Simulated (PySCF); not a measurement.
SMILES C[Si](C)O (C2H7OSi), doublet (B3LYP/def2-SVP optimised geometry):

```
11

C     -0.938     1.118     0.000
Si    -0.275    -0.648     0.000
C      1.624    -0.648     0.000
O     -0.881    -1.348    -1.410
H     -2.039     1.131    -0.003
H     -0.588     1.668     0.888
H     -0.588     1.653    -0.900
H      2.006    -0.091    -0.875
H      2.039    -1.668    -0.036
H      2.008    -0.162     0.912
H     -0.666    -2.278    -1.550
```

Calculation: unrestricted B3LYP/def2-TZVP (PySCF 2.14.0).

What are the frontier orbital energies (α orbitals alone; a β orbital can be the lowest empty one) and the dipole moment?

HOMO-2 -9.41 eV, HOMO-1 -8.29 eV, HOMO -5.05 eV, LUMO 0.39 eV, LUMO+1 1.00 eV; dipole moment 1.13 D.

Meta-Löwdin charges at B3LYP/def2-TZVP: C1 -0.59, Si2 0.83, C3 -0.59, O4 -0.74, H5 0.13, H6 0.12, H7 0.12, H8 0.12, H9 0.12, H10 0.13, H11 0.34.
